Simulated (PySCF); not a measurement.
# Pm⁵¹⁺: ionisation energy

Pm⁵¹⁺ [Ne] → Pm⁵²⁺ [He] 2s2 2p5 [2p1/2^2 2p3/2^3, M_J = 3/2], as a difference of total energies. Calculation: PySCF 2.14, in an even-tempered Gaussian basis (17 s from 31 bohr⁻², ratio 2.4; 13 p from 40 bohr⁻², ratio 2.4; 5 d from 150 bohr⁻², ratio 2.6; 4 f from 220 bohr⁻², ratio 2.6); the two-component X2C-1e Hamiltonian. Correlated levels: nothing frozen; the 32 highest virtual spinors dropped. "Screened" scales the spin-orbit matrix elements by Boettger's factors to mimic the two-electron term; Breit and QED terms are absent.

| method | ionisation energy (eV) |
| --- | --- |
| GHF (spin-free) | 10299.8 |
| GMP2 (spin-free) | 10301.4 |
| GHF (screened spin-orbit) | 10123.3 |
| GMP2 (screened spin-orbit) | 10124.9 |

For this ion Breit and QED terms and the two-electron picture change, all absent here, outweigh the correlation shift from GHF to GMP2.

The spin-free rows lack the spin-orbit shift.

For comparison: 10115 ± 4 eV (theoretical estimate listed by NIST; NIST Atomic Spectra Database, ionization energies).
